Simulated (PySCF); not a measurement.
ClRb, singlet, geometry from GFN2-xTB (such geometries of metal compounds can be far from the true shape) (all electrons, no relativity), with bond 2-1 at 1.3 times its length; PBE/STO-3G in PySCF.

The PySCF input:
```python
from pyscf import gto, scf, dft

mol = gto.M(
    atom='''
Rb   -0.00000000   -0.00000000   -0.85719931
Cl    0.00000000    0.00000000    2.68252961
''',
    basis='sto-3g',
    verbose=4,
)

mf = dft.RKS(mol)
mf.xc = 'pbe'
mf.diis = False
mf.max_cycle = 100
mf.kernel()
```

Task: Predict the main parts of the log of this PySCF run.

Result: 
```
PySCF version 2.14.0

[INPUT] verbose = 4
[INPUT] num. atoms = 2
[INPUT] num. electrons = 54
[INPUT] charge = 0
[INPUT] spin (= nelec alpha-beta = 2S) = 0
[INPUT] symmetry False subgroup None
[INPUT] Mole.unit = angstrom
[INPUT] Symbol           X                Y                Z      unit          X                Y                Z       unit  Magmom
[...]
nuclear repulsion = 94.0333209664767
number of shells = 15
number of NR pGTOs = 93
number of NR cGTOs = 31
basis = sto-3g
ecp = {}

******** <class 'pyscf.dft.rks.RKS'> ********
method = RKS
initial guess = minao
damping factor = 0
level_shift factor = 0
DIIS disabled
SCF conv_tol = 1e-09
SCF conv_tol_grad = None
SCF max_cycles = 100
direct_scf = True
direct_scf_tol = 1e-13
XC library pyscf.dft.libxc version 7.1.2
    S. Lehtola, C. Steigemann, M. J. T. Oliveira, and M. A. L. Marques,  SoftwareX 7, 1–5 (2018)
XC functionals = pbe
    J. P. Perdew, K. Burke, and M. Ernzerhof,  Phys. Rev. Lett. 77, 3865 (1996)
    J. P. Perdew, K. Burke, and M. Ernzerhof,  Phys. Rev. Lett. 78, 1396 (1997)
    J. P. Perdew, K. Burke, and M. Ernzerhof,  Phys. Rev. Lett. 77, 3865 (1996)
    J. P. Perdew, K. Burke, and M. Ernzerhof,  Phys. Rev. Lett. 78, 1396 (1997)
radial grids:
    Treutler-Ahlrichs [JCP 102, 346 (1995); DOI:10.1063/1.469408] (M4) radial grids

becke partition: Becke, JCP 88, 2547 (1988); DOI:10.1063/1.454033
pruning grids: <function nwchem_prune>
grids dens level: 3
symmetrized grids: False
atomic radii adjust function: <function treutler_atomic_radii_adjust>
small_rho_cutoff = 0
Set gradient conv threshold to 3.16228e-05
Initial guess from minao.
tot grids = 40792
init E= -3358.89174713765
[...]
cycle= 1 E= -3363.59852601426  delta_E= -4.71  |g|= 0.221  |ddm|= 1.34

WARN: HOMO 0.113409780048635 == LUMO 0.113409780048636

cycle= 2 E= -3362.65474890646  delta_E= 0.944  |g|= 0.551  |ddm|= 5.13
[...]
cycle= 3 E= -3363.50650868618  delta_E= -0.852  |g|= 0.531  |ddm|= 5.39

WARN: HOMO 0.123626099831038 == LUMO 0.123627034135976

cycle= 4 E= -3362.34497101305  delta_E= 1.16  |g|= 1.04  |ddm|=  5.7
[...]
cycle= 5 E= -3363.37074454436  delta_E= -1.03  |g|= 0.853  |ddm|=  5.9

WARN: HOMO 0.124068289354091 == LUMO 0.124068419780313

cycle= 6 E= -3361.92319548193  delta_E= 1.45  |g|=  1.5  |ddm|= 6.28
[...]
cycle= 7 E= -3363.24335571284  delta_E= -1.32  |g|= 1.07  |ddm|= 6.42

WARN: HOMO 0.120873097330974 == LUMO 0.120878745890802

cycle= 8 E= -3360.41684894273  delta_E= 2.83  |g|= 2.63  |ddm|= 7.42
[...]
cycle= 9 E= -3362.89196710189  delta_E= -2.48  |g|=  1.5  |ddm|= 7.65

WARN: HOMO 0.078050734319847 == LUMO 0.0781701867300278

cycle= 10 E= -3356.60754280043  delta_E= 6.28  |g|= 2.76  |ddm|= 9.39
[...]
cycle= 11 E= -3361.98935695944  delta_E= -5.38  |g|= 2.17  |ddm|= 9.58
[...]
cycle= 12 E= -3353.67411248066  delta_E= 8.32  |g|= 1.31  |ddm|= 10.5
[...]
cycle= 13 E= -3361.37440179521  delta_E= -7.7  |g|= 2.43  |ddm|= 10.5
[...]
cycle= 14 E= -3353.5393978223  delta_E= 7.84  |g|= 1.29  |ddm|= 10.6
[...]
cycle= 15 E= -3361.31622471604  delta_E= -7.78  |g|= 2.43  |ddm|= 10.6
[...]
cycle= 16 E= -3353.52022385629  delta_E=  7.8  |g|= 1.28  |ddm|= 10.6
[...]
cycle= 17 E= -3361.30825851559  delta_E= -7.79  |g|= 2.43  |ddm|= 10.6
[...]
cycle= 18 E= -3353.51651860549  delta_E= 7.79  |g|= 1.28  |ddm|= 10.6
[...]
cycle= 19 E= -3361.30672449542  delta_E= -7.79  |g|= 2.43  |ddm|= 10.6
[...]
cycle= 20 E= -3353.51572126756  delta_E= 7.79  |g|= 1.28  |ddm|= 10.6
[...]
cycle= 21 E= -3361.30639445124  delta_E= -7.79  |g|= 2.43  |ddm|= 10.6
[...]
cycle= 22 E= -3353.51554519989  delta_E= 7.79  |g|= 1.28  |ddm|= 10.6
[...]
cycle= 23 E= -3361.30632156863  delta_E= -7.79  |g|= 2.43  |ddm|= 10.6
[...]
cycle= 24 E= -3353.51550610207  delta_E= 7.79  |g|= 1.28  |ddm|= 10.6
[...]
cycle= 25 E= -3361.30630538388  delta_E= -7.79  |g|= 2.43  |ddm|= 10.6
[...]
cycle= 26 E= -3353.51549740961  delta_E= 7.79  |g|= 1.28  |ddm|= 10.6
[...]
cycle= 27 E= -3361.30630178556  delta_E= -7.79  |g|= 2.43  |ddm|= 10.6
[...]
[...]
cycle= 49 E= -3361.3063007565  delta_E= -7.79  |g|= 2.43  |ddm|= 10.6
[...]
cycle= 50 E= -3353.51549492372  delta_E= 7.79  |g|= 1.28  |ddm|= 10.6
[...]
cycle= 51 E= -3361.3063007565  delta_E= -7.79  |g|= 2.43  |ddm|= 10.6
[...]
cycle= 52 E= -3353.51549492371  delta_E= 7.79  |g|= 1.28  |ddm|= 10.6
[...]
cycle= 53 E= -3361.3063007565  delta_E= -7.79  |g|= 2.43  |ddm|= 10.6
[...]
cycle= 54 E= -3353.51549492372  delta_E= 7.79  |g|= 1.28  |ddm|= 10.6
[...]
cycle= 55 E= -3361.3063007565  delta_E= -7.79  |g|= 2.43  |ddm|= 10.6
[...]
cycle= 56 E= -3353.51549492372  delta_E= 7.79  |g|= 1.28  |ddm|= 10.6
[...]
cycle= 57 E= -3361.3063007565  delta_E= -7.79  |g|= 2.43  |ddm|= 10.6
[...]
cycle= 58 E= -3353.51549492372  delta_E= 7.79  |g|= 1.28  |ddm|= 10.6
[...]
cycle= 59 E= -3361.3063007565  delta_E= -7.79  |g|= 2.43  |ddm|= 10.6
[...]
cycle= 60 E= -3353.51549492372  delta_E= 7.79  |g|= 1.28  |ddm|= 10.6
[...]
cycle= 61 E= -3361.3063007565  delta_E= -7.79  |g|= 2.43  |ddm|= 10.6
[...]
cycle= 62 E= -3353.51549492372  delta_E= 7.79  |g|= 1.28  |ddm|= 10.6
[...]
cycle= 63 E= -3361.3063007565  delta_E= -7.79  |g|= 2.43  |ddm|= 10.6
[...]
cycle= 64 E= -3353.51549492372  delta_E= 7.79  |g|= 1.28  |ddm|= 10.6
[...]
cycle= 65 E= -3361.3063007565  delta_E= -7.79  |g|= 2.43  |ddm|= 10.6
[...]
cycle= 66 E= -3353.51549492371  delta_E= 7.79  |g|= 1.28  |ddm|= 10.6
[...]
cycle= 67 E= -3361.3063007565  delta_E= -7.79  |g|= 2.43  |ddm|= 10.6
[...]
cycle= 68 E= -3353.51549492372  delta_E= 7.79  |g|= 1.28  |ddm|= 10.6
[...]
cycle= 69 E= -3361.3063007565  delta_E= -7.79  |g|= 2.43  |ddm|= 10.6
[...]
cycle= 70 E= -3353.51549492372  delta_E= 7.79  |g|= 1.28  |ddm|= 10.6
[...]
cycle= 71 E= -3361.3063007565  delta_E= -7.79  |g|= 2.43  |ddm|= 10.6
[...]
cycle= 72 E= -3353.51549492371  delta_E= 7.79  |g|= 1.28  |ddm|= 10.6
[...]
cycle= 73 E= -3361.3063007565  delta_E= -7.79  |g|= 2.43  |ddm|= 10.6
[...]
cycle= 74 E= -3353.51549492372  delta_E= 7.79  |g|= 1.28  |ddm|= 10.6
[...]
cycle= 75 E= -3361.3063007565  delta_E= -7.79  |g|= 2.43  |ddm|= 10.6
[...]
cycle= 76 E= -3353.51549492372  delta_E= 7.79  |g|= 1.28  |ddm|= 10.6
[...]
cycle= 77 E= -3361.3063007565  delta_E= -7.79  |g|= 2.43  |ddm|= 10.6
[...]
cycle= 78 E= -3353.51549492372  delta_E= 7.79  |g|= 1.28  |ddm|= 10.6
[...]
cycle= 79 E= -3361.3063007565  delta_E= -7.79  |g|= 2.43  |ddm|= 10.6
[...]
cycle= 80 E= -3353.51549492371  delta_E= 7.79  |g|= 1.28  |ddm|= 10.6
[...]
cycle= 81 E= -3361.3063007565  delta_E= -7.79  |g|= 2.43  |ddm|= 10.6
[...]
cycle= 82 E= -3353.51549492372  delta_E= 7.79  |g|= 1.28  |ddm|= 10.6
[...]
cycle= 83 E= -3361.3063007565  delta_E= -7.79  |g|= 2.43  |ddm|= 10.6
[...]
cycle= 84 E= -3353.51549492372  delta_E= 7.79  |g|= 1.28  |ddm|= 10.6
[...]
cycle= 85 E= -3361.3063007565  delta_E= -7.79  |g|= 2.43  |ddm|= 10.6
[...]
cycle= 86 E= -3353.51549492372  delta_E= 7.79  |g|= 1.28  |ddm|= 10.6
[...]
cycle= 87 E= -3361.3063007565  delta_E= -7.79  |g|= 2.43  |ddm|= 10.6
[...]
cycle= 88 E= -3353.51549492372  delta_E= 7.79  |g|= 1.28  |ddm|= 10.6
[...]
cycle= 89 E= -3361.3063007565  delta_E= -7.79  |g|= 2.43  |ddm|= 10.6
[...]
cycle= 90 E= -3353.51549492372  delta_E= 7.79  |g|= 1.28  |ddm|= 10.6
[...]
cycle= 91 E= -3361.3063007565  delta_E= -7.79  |g|= 2.43  |ddm|= 10.6
[...]
cycle= 92 E= -3353.51549492372  delta_E= 7.79  |g|= 1.28  |ddm|= 10.6
[...]
cycle= 93 E= -3361.3063007565  delta_E= -7.79  |g|= 2.43  |ddm|= 10.6
[...]
cycle= 94 E= -3353.51549492371  delta_E= 7.79  |g|= 1.28  |ddm|= 10.6
[...]
cycle= 95 E= -3361.3063007565  delta_E= -7.79  |g|= 2.43  |ddm|= 10.6
[...]
cycle= 96 E= -3353.51549492372  delta_E= 7.79  |g|= 1.28  |ddm|= 10.6
[...]
cycle= 97 E= -3361.3063007565  delta_E= -7.79  |g|= 2.43  |ddm|= 10.6
[...]
cycle= 98 E= -3353.51549492372  delta_E= 7.79  |g|= 1.28  |ddm|= 10.6
[...]
cycle= 99 E= -3361.3063007565  delta_E= -7.79  |g|= 2.43  |ddm|= 10.6
[...]
cycle= 100 E= -3353.51549492372  delta_E= 7.79  |g|= 1.28  |ddm|= 10.6
SCF not converged.
SCF energy = -3353.51549492372
```

Convergence was not reached.
